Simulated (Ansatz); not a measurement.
C2H6BNOS (`OB/C=N/CS`) at its PBE0-D4/def2-TZVP geometry, where that method's forces vanish. The species carries charge 0 and has multiplicity 1.

```
atom   x (Å)   y (Å)   z (Å)
  O1  -0.411   2.989   0.472
  B2   0.388   1.925   0.234
  C3  -0.318   0.558  -0.044
  N4   0.382  -0.474  -0.297
  C5  -0.302  -1.712  -0.539
  S6   0.025  -2.909   0.781
  H7   0.072   3.802   0.636
  H8   1.583   2.023   0.233
  H9  -1.420   0.488  -0.020
 H10  -1.397  -1.611  -0.569
 H11   0.042  -2.128  -1.488
 H12   1.355  -2.953   0.600
```

(1) For each bond, give half the difference of the two atoms' forces along it (eV/Å; positive pushes the atoms apart) under PBE-D4, r2SCAN-D4, B3LYP-D4, ωB97M-V in def2-TZVPP. (An estimate is asked.)

Results:

(1) Computed: 
```json
{"bond": "O1–B2", "length (Å)": "1.352", "PBE-D4": "0.37", "r2SCAN-D4": "0.21", "B3LYP-D4": "0.17", "ωB97M-V": "0.16"}
{"bond": "O1–H7", "length (Å)": "0.960", "PBE-D4": "0.36", "r2SCAN-D4": "-0.01", "B3LYP-D4": "-0.03", "ωB97M-V": "-0.09"}
{"bond": "B2–C3", "length (Å)": "1.564", "PBE-D4": "-0.38", "r2SCAN-D4": "-0.18", "B3LYP-D4": "-0.10", "ωB97M-V": "0.11"}
{"bond": "B2–H8", "length (Å)": "1.198", "PBE-D4": "-0.02", "r2SCAN-D4": "-0.08", "B3LYP-D4": "-0.14", "ωB97M-V": "-0.20"}
{"bond": "C3–N4", "length (Å)": "1.272", "PBE-D4": "0.72", "r2SCAN-D4": "0.37", "B3LYP-D4": "0.11", "ωB97M-V": "-0.10"}
{"bond": "C3–H9", "length (Å)": "1.104", "PBE-D4": "0.07", "r2SCAN-D4": "-0.02", "B3LYP-D4": "-0.05", "ωB97M-V": "-0.11"}
{"bond": "N4–C5", "length (Å)": "1.435", "PBE-D4": "-0.06", "r2SCAN-D4": "0.06", "B3LYP-D4": "0.13", "ωB97M-V": "0.35"}
{"bond": "C5–S6", "length (Å)": "1.812", "PBE-D4": "0.19", "r2SCAN-D4": "0.17", "B3LYP-D4": "0.25", "ωB97M-V": "0.02"}
{"bond": "C5–H10", "length (Å)": "1.099", "PBE-D4": "0.14", "r2SCAN-D4": "-0.05", "B3LYP-D4": "-0.11", "ωB97M-V": "-0.14"}
{"bond": "C5–H11", "length (Å)": "1.091", "PBE-D4": "0.07", "r2SCAN-D4": "-0.08", "B3LYP-D4": "-0.15", "ωB97M-V": "-0.15"}
{"bond": "S6–H12", "length (Å)": "1.343", "PBE-D4": "0.26", "r2SCAN-D4": "0.01", "B3LYP-D4": "-0.02", "ωB97M-V": "-0.10"}
```

B3LYP here is the variant with VWN-RPA as its local correlation; programs differ in this.
